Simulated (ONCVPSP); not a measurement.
Logarithmic derivatives: P (Z = 15), ONCV

```json
{"Element": "P (Z = 15)", "Generator": "ONCVPSP 4.0.1", "Type": "optimised norm-conserving Vanderbilt (ONCV)", "Functional": "PBE", "Relativity": "scalar-relativistic", "Frozen core": "[Ne]", "Valence charge": "5", "Reference configuration": "3s2 3p3", "Partial waves": "3s: rc 1.25 bohr, ncon 4, nbas 7, qcut 5.1 1/bohr, 2 projectors, debl 1.3 Ha; 3p: rc 1.25 bohr, ncon 4, nbas 9, qcut 7.6 1/bohr, local", "Local potential": "the p channel", "Core correction": "Teter function, fcfact 2.5, rcfact 1.3"}
```

The phase is arctan(r·R′/R) of the radial function R(r), unwrapped; energies in Ha, scanned from -2 to 5 Ha. A pole is an energy at which the radial function vanishes at the test radius. The pseudo phase is shifted by a multiple of π to meet the all-electron one at the reference energy, and phase errors are pseudo minus all-electron; the curves can meet again beyond the range given. Levels narrower than the energy grid can be missing from the lists of poles.

```tsv
channel	radius (bohr)	reference energy (Ha)	poles, all-electron	poles, pseudo	unbroken range about the reference energy with phases within 0.05 rad	phase error 1 Ha above the reference energy (rad)
s	1.27	-0.51	none	none	the whole range	+0.000
p	1.27	-0.20	none	3.95	below 1.0	-0.041
```

Note: ghosts flagged at negative energy: s at -111.4 eV; no localised positive-energy state flagged. A true bound ghost makes a file unfit for plane-wave use.

Phases in the p channel:

| E (Ha) | all-electron | pseudo |
| --- | --- | --- |
| -1.98 | 0.993 | 0.949 |
| -1.80 | 0.951 | 0.911 |
| -1.62 | 0.903 | 0.868 |
| -1.44 | 0.848 | 0.818 |
| -1.26 | 0.785 | 0.759 |
| -1.08 | 0.711 | 0.691 |
| -0.90 | 0.626 | 0.611 |
| -0.72 | 0.525 | 0.516 |
| -0.54 | 0.409 | 0.405 |
| -0.36 | 0.277 | 0.275 |
| -0.18 | 0.129 | 0.129 |
| 0.00 | -0.031 | -0.033 |
| 0.18 | -0.194 | -0.202 |
| 0.36 | -0.353 | -0.370 |
| 0.54 | -0.501 | -0.528 |
| 0.72 | -0.634 | -0.671 |
| 0.90 | -0.750 | -0.797 |
| 1.08 | -0.851 | -0.904 |
| 1.26 | -0.936 | -0.996 |
| 1.44 | -1.009 | -1.075 |
| 1.62 | -1.072 | -1.142 |
| 1.80 | -1.126 | -1.200 |
| 1.98 | -1.173 | -1.250 |
| 2.16 | -1.214 | -1.295 |
| 2.34 | -1.250 | -1.334 |
| 2.52 | -1.282 | -1.369 |
| 2.70 | -1.311 | -1.401 |
| 2.88 | -1.336 | -1.431 |
| 3.06 | -1.360 | -1.458 |
| 3.24 | -1.381 | -1.483 |
| 3.42 | -1.401 | -1.506 |
| 3.60 | -1.419 | -1.529 |
| 3.78 | -1.435 | -1.551 |
| 3.96 | -1.451 | -1.572 |
| 4.14 | -1.465 | -1.593 |
| 4.32 | -1.479 | -1.614 |
| 4.50 | -1.492 | -1.635 |
| 4.68 | -1.504 | -1.657 |
| 4.86 | -1.516 | -1.679 |
